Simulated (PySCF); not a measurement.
Zinc: a sound run and one with changed settings

Sound run: Zn [Ar] 3d10 4s2, Zn⁺ [Ar] 3d10 4s1. All numbers are calculated (PySCF 2.14, the non-relativistic Hamiltonian (point nucleus), in 6-31G* (5s4p2d1f, 34 functions)). In the sound run the correlated levels freeze [Ar]. The sound run starts from symmetry-adapted Hartree-Fock orbitals and uses a fine grid where one is needed.

A second run was set up differently.

```json
{"species": "Zn", "method": "UHF", "sound run (hartree)": "-1777.48110", "changed run (hartree)": "-1777.48110", "converged": "yes"}
{"species": "Zn", "method": "M06-2X", "sound run (hartree)": "-1779.03109", "changed run (hartree)": "-1779.03109", "converged": "yes"}
{"species": "Zn", "method": "r2SCAN", "sound run (hartree)": "-1778.99923", "changed run (hartree)": "-1778.99923", "converged": "yes"}
{"species": "Zn", "method": "MP2", "sound run (hartree)": "-1777.72777", "changed run (hartree)": "-1777.71683", "converged": "yes"}
{"species": "Zn", "method": "CCSD(T)", "sound run (hartree)": "-1777.72146", "changed run (hartree)": "-1777.72146", "converged": "yes"}
{"species": "Zn⁺", "method": "UHF", "sound run (hartree)": "-1777.20913", "changed run (hartree)": "-1777.20913", "converged": "yes"}
{"species": "Zn⁺", "method": "M06-2X", "sound run (hartree)": "-1778.70217", "changed run (hartree)": "-1778.70217", "converged": "yes"}
{"species": "Zn⁺", "method": "r2SCAN", "sound run (hartree)": "-1778.68398", "changed run (hartree)": "-1778.68398", "converged": "yes"}
{"species": "Zn⁺", "method": "MP2", "sound run (hartree)": "-1777.42528", "changed run (hartree)": "-1777.41841", "converged": "yes"}
{"species": "Zn⁺", "method": "CCSD(T)", "sound run (hartree)": "-1777.40969", "changed run (hartree)": "-1777.40969", "converged": "yes"}
```

Ionisation energy of Zn:

```csv
method,sound run (eV),changed run (eV)
UHF,7.401,7.401
M06-2X,8.951,8.951
r2SCAN,8.578,8.578
MP2,8.231,8.120
SCS-MP2,8.291,8.164
CCSD,8.445,8.445
CCSD(T),8.484,8.484
```

(1) What was changed?
A. a valence shell is frozen
B. level shift left on
C. basis contracted for another Hamiltonian
D. radial grid too coarse

## Answers

(1) B. It used initial guess minao, at most 50 SCF cycles, level shift 0.1 hartree. A level shift leaves the converged SCF energy unchanged but raises the virtual orbital energies, which shrinks MP2 if it is not removed.
